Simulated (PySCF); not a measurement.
Problem. What does the PBE0-D3(BJ)/def2-SVP structure of InChI=1S/GeH6OSeSi/c1-2-4-3/h3H,4H2,1H3 look like in three dimensions?

Solution. 
```xyz
10
GeH6OSeSi angstrom
Ge    -1.5146    0.8470    0.3841
O     -0.4701    0.0620   -0.8392
Si     0.8055   -0.9762   -0.7151
Se     2.0392   -0.5960    1.1719
H     -1.9064   -0.1924    1.4486
H     -2.7364    1.3363   -0.4050
H     -0.7367    2.0183    1.0045
H      0.3669   -2.3926   -0.5484
H      1.6454   -0.8158   -1.9319
H      2.5169    0.7125    0.6958
```

Any rigid rotation of these coordinates is as good. Atoms count from 1 in this order. Ge1 (germanium bonded to O and 3 H) is distorted tetrahedral (angles from 104.7° to 111.6°). Si3 (oxygen-bound silicon) is distorted tetrahedral (angles from 103.0° to 112.2°).

Bonds between heavy atoms (Å): Ge1–O2 1.790, O2–Si3 1.649, Si3–Se4 2.286.

Level of theory: PBE0-D3(BJ)/def2-SVP geometry optimisation, gas phase (PySCF).

Point group: C1 (no symmetry element, even within 0.4 Å). No frequency check. One conformer, not necessarily the lowest (Ge1–O2–Si3–Se4 -33°, O2–Si3–Se4–H -68°).
